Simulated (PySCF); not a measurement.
F₃In, SMILES [F][In]([F])[F] (connectivity only; charge and spin as stated), charge +1, multiplicity 2.

Geometry optimised at PBE-D3(BJ)/def2-SVP. The multiplicity is an assumed one; other spin states were not compared. The isomer is the one that the SMILES or the coordinates give; other isomers of the formula were not compared. The def2 effective core potentials stand for the cores of In; spin–orbit coupling is left out.

Level of theory: PBE-D3(BJ)/def2-SVP in PySCF 2.14.0.

Frequencies are harmonic and unscaled.

Estimate the vibrational spectrum. (The exact figures need the calculation; the answer reports its results.)


| mode | ν (cm⁻¹) | IR (km/mol) | moving atoms (share of kinetic energy) |
|---|---|---|---|
| 1 | 92 | 15.3 | F 73 %, In 27 % |
| 2 | 106 | 22.8 | F 69 %, In 31 % |
| 3 | 285 | 6.7 | F 93 % |
| 4 | 375 | 5.1 | F 95 % |
| 5 | 526 | 3.2 | F 96 % |
| 6 | 677 | 21.4 | F 79 %, In 21 % |
